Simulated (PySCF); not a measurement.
## Cd(43+) (cadmium, charge +43) across methods

[He] 2s2 2p1, 2P determinant. Computed with PySCF 2.14 in an even-tempered Gaussian basis (17 s from 18 bohr⁻², ratio 2.2; 10 p from 23 bohr⁻², ratio 2.2; 5 d from 91 bohr⁻², ratio 2.4; 5 f from 140 bohr⁻², ratio 2.4; 4 g from 200 bohr⁻², ratio 2.4), with the non-relativistic Hamiltonian (point nucleus).

```
method  E (hartree)  mean ε 2s α (eV)  mean ε 2s β (eV)  mean ε 2p α (eV)  Σ⟨r²⟩ (bohr²)   ⟨S²⟩
r2SCAN     -3057.67           -6890.4           -6867.1           -6777.8        0.05648  0.750
PBEsol     -3055.74           -6880.1           -6859.6           -6762.7        0.05651  0.750
   LDA     -3053.18           -6877.1           -6856.1           -6758.6        0.05655  0.750
 M06-L     -3057.86           -6888.3           -6868.3           -6776.8        0.05644  0.750
   UHF  -3057.66488           -6968.3           -6930.7           -6865.4        0.05648  0.750
   PBE     -3057.47           -6882.8           -6862.9           -6766.7        0.05649  0.750
  PBE0     -3057.56           -6904.5           -6880.3           -6791.6        0.05649  0.750
```

A non-relativistic calculation at this Z misses sizeable relativistic shifts. Spin-orbit coupling, absent here, splits the open shell strongly.
